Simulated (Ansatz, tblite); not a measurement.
Cost and result up the ladder for the cluster Cs₂F (the lowest doublet isomer of a short search) (3 atoms). The state is a doublet with charge 0. Geometry: PBE0-D4/def2-TZVP.

```xyz
3

Cs    1.5370    1.7422   -0.2898
Cs   -2.0006   -1.2126    0.0947
F     0.4636   -0.5296    0.1951
```

Ansatz on 4 threads of AMD EPYC 7571 on a shared host; xTB runs through tblite on one thread. Times are rough, summed over both states, and most runs start from the orbitals of an earlier one. CCSD(T)/def2-TZVPP serves as the yardstick here, not as an exact answer. The other state is a singlet.

In the def2 sets Cs takes a core potential; there is no spin–orbit coupling. The xTB rows come from tblite. Correlated methods freeze 1 core orbital; core or outer-core shells of Cs are correlated, in sets that lack core-valence functions. The structure comes from a short search, and lower isomers may exist.

Correlated methods converge slowly with the basis.

Raw xTB energies of ions are shifted by several eV, and xTB has no spin-polarisation term.

| level | functions | vertical IE (eV) | difference from CCSD(T)/def2-TZVPP (eV) |
| --- | --- | --- | --- |
| GFN2-xTB | 12 | 8.37 | 5.40 |
| CCSD(T)/def2-TZVPP | 103 | 2.97 | 0.00 |
| PBE-D4/def2-TZVP | 89 | 3.27 | 0.30 |
| GFN1-xTB | 12 | 10.12 | 7.15 |
| r2SCAN-D4/def2-TZVP | 89 | 3.05 | 0.07 |

(1) Estimate how long each takes.

Results:

(1) GFN1-xTB 0.007 s; GFN2-xTB 0.01 s; PBE-D4/def2-TZVP 6.5 s; r2SCAN-D4/def2-TZVP 10 s; CCSD(T)/def2-TZVPP 27 s. On shared hardware such times vary by a factor of up to 3.
